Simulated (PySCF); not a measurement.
Circular dichroism: `O[C@H]1CC=C1[C@H](F)Cl`, C5H6ClFO

Cartesian coordinates in Å; atom numbers follow the order of the lines, from 1:
```xyz
14

O    -0.824    1.235    1.552
C    -0.565    0.001    0.965
C    -1.588   -0.553   -0.078
C    -0.437   -0.561   -1.044
C     0.441   -0.057   -0.174
C     1.872    0.309   -0.207
F     2.304    0.553   -1.473
Cl    2.855   -1.050    0.460
H    -1.036    1.876    0.862
H    -0.352   -0.685    1.787
H    -2.390    0.142   -0.320
H    -2.013   -1.527    0.155
H    -0.368   -0.874   -2.069
H     2.101    1.191    0.403
```

Computed with TDDFT B3LYP/def2-SVPD circular dichroism and optical rotation, one conformer, gas phase (PySCF 2.14.0). Geometry: GFN2-xTB.

The molecule is flexible and this is one conformer; a measurement averages over conformers. States above about 7.6 eV (minus the energy of the highest occupied orbital) lie near or above the ionisation threshold and depend on the basis.

(1) Assign R or S to each stereocentre.

(2) Which excitations and rotatory strengths does the calculation give?

Answers

(1) C2 S, C6 R.

(2) Rotatory strengths R in 10⁻⁴⁰ esu² cm², velocity form and length form (origin at the centre of mass); f in length form.
```tsv
state	E (eV)	λ (nm)	f	R (velocity)	R (length)	main
1	5.52	225	0.025	-6.9	-7.0	HOMO→LUMO 0.60, HOMO−1→LUMO 0.38
2	6.12	202	0.148	+13.2	+12.1	HOMO−1→LUMO 0.53, HOMO→LUMO 0.28
3	6.32	196	0.024	+20.4	+20.7	HOMO−2→LUMO 0.86
4	6.59	188	0.003	-17.7	-17.6	HOMO−3→LUMO 0.59, HOMO−4→LUMO 0.38
5	6.70	185	0.008	+8.8	+8.7	HOMO−4→LUMO 0.56, HOMO−3→LUMO 0.36
6	6.83	182	0.077	-44.0	-43.0	HOMO→LUMO+1 0.87
7	7.25	171	0.006	+2.1	+0.6	HOMO−1→LUMO+1 0.69, HOMO→LUMO+3 0.21
8	7.30	170	0.039	+31.1	+31.4	HOMO→LUMO+2 0.85
9	7.45	166	0.003	+1.9	+3.0	HOMO→LUMO+3 0.70, HOMO−1→LUMO+1 0.20
10	7.65	162	0.025	-14.9	-14.7	HOMO→LUMO+4 0.63, HOMO→LUMO+5 0.27
11	7.69	161	0.015	-6.7	-7.7	HOMO→LUMO+5 0.57, HOMO−1→LUMO+2 0.21
12	7.80	159	0.014	+9.7	+9.7	HOMO−1→LUMO+2 0.62, HOMO→LUMO+4 0.19
```

Among the states computed, the strongest CD band (largest |R|) is state 6. The largest dissymmetry factor in size, g = 4R/(D+G), with D and G the electric and magnetic dipole strengths, is -0.071 for state 4 (velocity form, f = 0.002), among bands with |R| over 0.5. The mirror image has the same energies and oscillator strengths and all R with the opposite sign.
